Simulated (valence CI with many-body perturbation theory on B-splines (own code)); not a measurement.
# How close is CI+MBPT for Pr⁺?

Calculated by valence CI with perturbative core correlation (CI+MBPT): four valence electrons over a frozen Dirac-Fock core [Xe], a basis of 7 s, 7 p, 7 d, 7 f, 4 g, 2 h functions for each j, with the one-electron correlation potential Σ1, the two-electron term Σ2, the three-electron term Σ3, Breit, model QED; selected CI, second order for the rest (own B-spline code, finite nucleus).

Set against measurement, 17 paired levels are off by 526 cm⁻¹ on average, the worst by 991. These come from a selection out of the NIST Handbook of Basic Atomic Spectroscopic Data. Levels without a partner in it may be off by more, other configurations by several thousand cm⁻¹. Among the levels kept, up to 490 cm⁻¹ of a level comes from second order outside the variational space, and about a tenth of that is noise between levels of different J, which matters for small intervals. 2 measured levels below the end of the list, from 5855 cm⁻¹ on, found no clear computed partner, and computed levels of the same name lie up to 2366 cm⁻¹ from them.

Measured levels: NIST Handbook of Basic Atomic Spectroscopic Data (Sansonetti and Martin, J. Phys. Chem. Ref. Data 34, 1559 (2005)). Pairs share parity and J, and are chosen by configuration, term and nearness in energy; levels without a clear partner are left out. Energies in cm⁻¹ above the measured ground level.

Names give the largest LS component (configuration and term), which can be under half, so a name can repeat, a term be missing and a line seem to break the LS rules; names also repeat where a configuration has a term twice.

```csv
Computed label,Label in the source,Measured,Computed,Difference
4f³6s ⁵I°_4,"4f3 6s1/2 (9/2,1/2)°",0,0.0,0
4f³6s ⁵I°_5,"4f3 6s1/2 (9/2,1/2)°",441.9,441.1,-1
4f³6s ⁵I°_6,"4f3 6s1/2 (11/2,1/2)°",1649.0,1671.8,+23
4f³6s ³I°_5,"4f3 6s1/2 (11/2,1/2)°",1743.7,1746.8,+3
4f³6s ⁵I°_7,"4f3 6s1/2 (13/2,1/2)°",2998.4,3039.5,+41
4f³6s ³I°_6,"4f3 6s1/2 (13/2,1/2)°",3403.2,3412.8,+10
4f³5d ⁵L°_6,4f3(4I°) 5d 5L°,3893.5,4713.1,+820
4f³5d ⁵K°_5,4f3(4I°) 5d 5K°,4097.6,5089.1,+991
4f³6s ⁵I°_8,"4f3 6s1/2 (15/2,1/2)°",4437.1,4489.6,+52
4f³6s ³I°_7,"4f3 6s1/2 (15/2,1/2)°",5079.3,5091.3,+12
4f³5d ⁵L°_7,4f3(4I°) 5d 5L°,5108.4,5913.9,+805
4f³5d ⁵K°_6,4f3(4I°) 5d 5K°,5226.5,6199.2,+973
4f³5d ⁵K°_7,4f3(4I°) 5d 5K°,6413.9,7374.7,+961
4f³5d ⁵L°_8,4f3(4I°) 5d 5L°,6417.8,7210.8,+793
4f³5d ⁵K°_8,4f3(4I°) 5d 5K°,7659.7,8612.1,+952
4f³5d ⁵L°_9,4f3(4I°) 5d 5L°,7805.6,8587.3,+782
4f³5d ⁵K°_9,4f3(4I°) 5d 5K°,8958.4,9906.1,+948
4f³5d ⁵L°_10,4f3(4I°) 5d 5L°,9255.2,10023.2,+768
```

Over 17 excited levels the mean absolute difference is 526 cm⁻¹, the median 782 and the largest 991. The comparison draws on a selection of the measured levels: 18 of the 211 computed ones have a partner in it, and others may be off by more.

These 2 measured levels below the end of the computed list are not counted above. Beside each stands the unpaired computed level of its name, or else the nearest of its J and parity; the gap is either an error of the method or a doubtful assignment.

```
Label in the source  J  Measured   Unpaired level  Computed
 4f2(3H) 5d2(3F) 5L  6      5855      4f²5d² ⁵L_6      3701
 4f2(3H) 5d2(3F) 5I  4      7228  4f²5d² ⁵I_4 [a]      9594
```
